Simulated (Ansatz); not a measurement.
`BO[SiH](O)F` and `C#C[SiH](O)F` differ in one atom or group.

Ansatz, PBE0-D4/def2-TZVP geometries, multiplicity 1. Each molecule was computed in one conformer, which needn't be the lowest.

| property | `BO[SiH](O)F` |
| --- | --- |
| size of the dipole moment (ωB97M-V/def2-TZVPP) / D | 1.92 |
| LUMO energy (B3LYP/def2-TZVPP) / eV | -1.04 |
| HOMO–LUMO gap (PBE/def2-TZVPP) / eV | 5.37 |
| HOMO–LUMO gap (ωB97M-V/def2-TZVPP) / eV | 12.16 |
| zero-point energy (PBE0-D4/def2-TZVP) / kJ/mol | 137.0 |
| HOMO energy (B3LYP/def2-TZVPP) / eV | -8.49 |

Task: What does the change do to each property? (Estimate.)

Result: Computed: 
| property | `C#C[SiH](O)F` | shift |
| --- | --- | --- |
| size of the dipole moment (ωB97M-V/def2-TZVPP) / D | 2.26 | 0.34 |
| LUMO energy (B3LYP/def2-TZVPP) / eV | -0.77 | 0.27 |
| HOMO–LUMO gap (PBE/def2-TZVPP) / eV | 5.96 | 0.59 |
| HOMO–LUMO gap (ωB97M-V/def2-TZVPP) / eV | 12.44 | 0.28 |
| zero-point energy (PBE0-D4/def2-TZVP) / kJ/mol | 119.6 | -17.4 |
| HOMO energy (B3LYP/def2-TZVPP) / eV | -8.46 | 0.03 |

With PBE0 the HOMO falls by 0.05 eV and the LUMO rises by 0.25 eV, so the gap widens by about 0.30 eV. PBE moves the HOMO by -0.25 eV and ωB97M-V by 0.03 eV. The zero-point energy changes by -17.4 kJ/mol with -3 modes. Dipoles are sizes alone; their direction can turn.

B3LYP here is the variant with VWN-RPA as its local correlation; programs differ in this.
